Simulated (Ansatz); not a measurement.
BrGa (`[Ga][Br]`). The species carries charge 0 and has multiplicity 1.

(1) What are the harmonic wavenumbers in cm⁻¹ at PBE0-D4/def2-TZVP (Ansatz, finite differences of forces, unscaled)? (An estimate is asked.)

(2) Is this a minimum?

(3) Give the ideal-gas thermochemistry at 298.15 K and 1 bar (rigid rotor, harmonic oscillator; point group C∞v, symmetry number 1).

Results:

(1) Computed: 264.

(2) Yes, all 1 modes are real.

(3) Zero-point energy 1.6 kJ/mol; H(298) − E = 11.5 kJ/mol; entropy 251.8 J/(mol·K), of which translation 171.3, rotation 73.6, vibration 6.9; G(298) − E = -63.6 kJ/mol.
